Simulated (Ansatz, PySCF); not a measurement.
The pair A = HCl (SMILES Cl) (first 2 atoms), B = SiH4 (SMILES [SiH4]); geometry from B3LYP-D3(BJ)/def2-TZVP.
(charge 0, multiplicity 1):
```xyz
7

Cl    -0.06854    -0.33803    -0.32481
H     -0.67544    -1.32229     0.22906
Si     0.01950     0.15673     3.41009
H      0.83540     1.26626     2.87323
H     -1.36150     0.24779     2.88511
H     -0.01570     0.23435     4.88886
H      0.60912    -1.14018     3.00674
```

Correlated levels freeze the cores. Rows in 6-31G* carry no dispersion term and start afresh at each structure (6-31G* with six Cartesian d functions). MP2/6-31G* freezes PySCF's default core.

Run with Ansatz (a quantum-chemistry and plane-wave program) with Gaussian orbitals; PySCF for 6-31G* rows. Each number belongs to the level named beside it.

Total energies (hartree), monomers frozen at their geometry in the pair:

```json
[
 {"structure": "AB", "HF/aug-cc-pV(D+d)Z": "-751.3443617", "MP2/6-31G*": "-751.5000426", "MP2/aug-cc-pV(T+d)Z": "-751.7277938"},
 {"structure": "A in the pair's basis", "HF/aug-cc-pV(D+d)Z": "-460.0948726", "MP2/6-31G*": "-460.1932067", "MP2/aug-cc-pV(T+d)Z": "-460.3169087"},
 {"structure": "B in the pair's basis", "HF/aug-cc-pV(D+d)Z": "-291.2504837", "MP2/6-31G*": "-291.3073595", "MP2/aug-cc-pV(T+d)Z": "-291.4095196"},
 {"structure": "A", "HF/aug-cc-pV(D+d)Z": "-460.0946964", "MP2/6-31G*": "-460.1923546", "MP2/aug-cc-pV(T+d)Z": "-460.3166299"},
 {"structure": "B", "HF/aug-cc-pV(D+d)Z": "-291.2503127", "MP2/6-31G*": "-291.3070960", "MP2/aug-cc-pV(T+d)Z": "-291.4093714"}
]
```

Problem. Work out the interaction energy without and with the counterpoise correction, and the superposition error, for each level.

Solution. 
E(AB) − E(A) − E(B), times 627.509 kcal/mol, with the monomers in their own basis and then in the pair's basis:
- HF/aug-cc-pV(D+d)Z: 0.41 uncorrected, 0.62 corrected; the monomers gain 0.22 kcal/mol from borrowed functions
- MP2/6-31G*: -0.37 uncorrected, 0.33 corrected; the monomers gain 0.70 kcal/mol from borrowed functions
- MP2/aug-cc-pV(T+d)Z: -1.12 uncorrected, -0.86 corrected; the monomers gain 0.27 kcal/mol from borrowed functions
